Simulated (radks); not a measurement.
Values are calculated unless marked as measured or tabulated.
Species: the gallium ion Ga3+. Configuration: [Ar] 3d9 5s1 (not the ground configuration).

Level of theory: Dirac Kohn-Sham, PBEsol, spin-unpolarised, spherical densities, point nucleus; open shells are shared between the two j in proportion to 2j + 1 (a radial shooting solver on a logarithmic mesh with Libxc functionals).

Energy parts (hartree):
part                       energy
total                 -1938.84052
kinetic                1977.30403
electron-nucleus      -4630.01758
Hartree                 786.46493
exchange-correlation    -72.59190

Orbitals (lengths in bohr, moments of r in powers of bohr):
\begin{tabular}{lrrrr}
orbital & occ. & eigenvalue (hartree) & <r^4> & <r> \\ \hline
1s1/2 & 2 & -377.4010 & 0.00002605 & 0.04863 \\
2s1/2 & 2 & -48.22093 & 0.005445 & 0.2177 \\
2p1/2 & 2 & -42.91525 & 0.003850 & 0.1884 \\
2p3/2 & 4 & -41.90031 & 0.004094 & 0.1919 \\
3s1/2 & 2 & -7.26059 & 0.3758 & 0.6476 \\
3p1/2 & 2 & -5.53961 & 0.4630 & 0.6641 \\
3p3/2 & 4 & -5.40346 & 0.4915 & 0.6743 \\
3d3/2 & 3.6 & -2.49773 & 1.082 & 0.7428 \\
3d5/2 & 5.4 & -2.47907 & 1.106 & 0.7471 \\
5s1/2 & 1 & -0.69058 & 410.2 & 3.940 \\
\end{tabular}

The highest occupied level is 5s1/2 at -18.792 eV. Summed over all electrons, <r^2> = 28.11 bohr^2, which gives a Langevin (diamagnetic) susceptibility term of -22.3 x 10^-6 cm^3/mol.
